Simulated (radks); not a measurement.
Problem. These are the eigenvalues of the occupied orbitals of an atom or ion with whole-number occupations (eV). All-electron calculation, non-relativistic Kohn-Sham, exchange-only LDA, spin-polarised, spherical densities, point nucleus. Program: a radial shooting solver on a logarithmic mesh with Libxc functionals.

1s up: -9543.920
1s down: -9543.851
2s up: -1293.374
2s down: -1287.952
2p up: -1159.646
2p down: -1155.557
3s up: -274.4840
3s down: -265.7237
3p up: -231.3030
3p down: -222.5917
3d up: -157.3013

Which element is it, and in what charge state? The configuration may be excited. Open shells, if any, are filled with parallel spins first.

Solution. Z = 30, zinc, charge +7: Zn7+ in [Ar] 3d5. The list shows which subshells hold electrons but not how many an open one holds; the 1s level, -350.73 hartree, gives Z - s = 26.5 by -(Z - s)^2/2, which with screening narrows Z to a few neighbours, and the depths of the outer levels then fix element, charge and occupations together.
